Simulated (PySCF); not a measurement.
# Calcium: a sound run and one with changed settings

Sound run: Ca²⁺ [Ar], Ca³⁺ [Ne] 3s2 3p5. All numbers are calculated (PySCF 2.14, the non-relativistic Hamiltonian (point nucleus), in pcseg-2). In the sound run the correlated levels freeze [Ne] 3s2. The sound run starts from symmetry-adapted Hartree-Fock orbitals and uses a fine grid where one is needed.

Changed run: basis STO-3G. This setting is unsound on purpose.

```json
{"species": "Ca²⁺", "method": "UHF", "sound run (hartree)": "-676.13987", "changed run (hartree)": "-669.43352", "converged": "yes"}
{"species": "Ca²⁺", "method": "MN15", "sound run (hartree)": "-676.90658", "changed run (hartree)": "-668.81033", "converged": "yes"}
{"species": "Ca²⁺", "method": "PBE", "sound run (hartree)": "-676.68113", "changed run (hartree)": "-669.84951", "converged": "yes"}
{"species": "Ca²⁺", "method": "MP2", "sound run (hartree)": "-676.27019", "changed run (hartree)": "-669.43630", "converged": "yes"}
{"species": "Ca²⁺", "method": "CCSD(T)", "sound run (hartree)": "-676.28745", "changed run (hartree)": "-669.43656", "converged": "yes"}
{"species": "Ca³⁺", "method": "UHF", "sound run (hartree)": "-674.31359", "changed run (hartree)": "-667.61380", "converged": "yes"}
{"species": "Ca³⁺", "method": "MN15", "sound run (hartree)": "-675.02198", "changed run (hartree)": "-666.93621", "converged": "yes"}
{"species": "Ca³⁺", "method": "PBE", "sound run (hartree)": "-674.81078", "changed run (hartree)": "-667.98732", "converged": "yes"}
{"species": "Ca³⁺", "method": "MP2", "sound run (hartree)": "-674.40057", "changed run (hartree)": "-667.61460", "converged": "yes"}
{"species": "Ca³⁺", "method": "CCSD(T)", "sound run (hartree)": "-674.41813", "changed run (hartree)": "-667.61470", "converged": "yes"}
```

Ionisation energy of Ca²⁺:

```
 method  sound run (eV)  changed run (eV)
    UHF          49.696            49.517
   MN15          51.283            50.997
    PBE          50.895            50.673
    MP2          50.875            49.571
SCS-MP2          50.808            49.569
   CCSD          50.852            49.574
CCSD(T)          50.867            49.575
```

A minimal basis cannot let orbitals breathe on ionisation and holds almost no correlation.

For comparison, NIST gives 50.913 eV between the lowest levels.
